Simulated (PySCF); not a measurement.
**Mo: excitation energy**

Mo [Kr] 4d5 5s1 (7S) → Mo [Kr] 4d4 5s2 (5D), as a difference of total energies. Computed with PySCF 2.14 in aug-cc-pVDZ-PP with ECP28MDF (5s5p4d2f, 54 functions), with scalar relativity through the core potential. Correlated levels: valence: 4s2 4p6 frozen. The calculations carry no spin-orbit coupling.

```tsv
method	excitation energy (eV)
UHF	2.255
LDA	1.899
PBE	2.032
PBE0	2.105
r2SCAN	2.364
PBEsol	2.111
B3LYP	1.540
HSE06	2.071
BLYP	1.464
MP2 (valence)	1.870
SCS-MP2 (valence)	1.191
```

Problem. How much does correlation contribute at MP2 (valence)?

Solution. 1.870 − (2.255) = -0.385 eV, measured against UHF.
